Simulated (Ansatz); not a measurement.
Basis sets compared for [NbO2F2]- (NbO₂F₂⁻). Total charge -1; singlet. Geometry PBE-D4/def2-SVPD. Ansatz on 4 threads of Arm Neoverse V1 on a shared host; times are rough, and most runs start from earlier orbitals.

```tsv
atom	x (Å)	y (Å)	z (Å)
Nb1	-0.035	-0.019	-0.005
O2	-1.459	0.145	1.024
O3	-0.412	-1.180	-1.279
F4	1.485	-0.662	1.056
F5	0.421	1.717	-0.797
```

In the def2 sets Nb takes a core potential; there is no spin–orbit coupling.

| level | functions | energy (Eh) | HOMO (eV) | LUMO (eV) | wall time |
| --- | --- | --- | --- | --- | --- |
| PBE-D4/def2-SVPD | 126 | -406.9231 | -1.57 | 2.92 | 1.2 s |
| PBE0-D4/def2-SVPD | 126 | -406.8477 | -3.13 | 3.68 | 1.4 s |

Q: Estimate the rows for PBE-D4/def2-TZVPD, PBE0-D4/def2-TZVPD (with forces).

A: 
| level | functions | energy (Eh) | HOMO (eV) | LUMO (eV) | wall time |
| --- | --- | --- | --- | --- | --- |
| PBE-D4/def2-TZVPD | 200 | -407.3363 | -1.47 | 3.00 | 1.8 s |
| PBE0-D4/def2-TZVPD (with forces) | 200 | -407.2626 | -3.02 | 3.59 | 3.4 s |
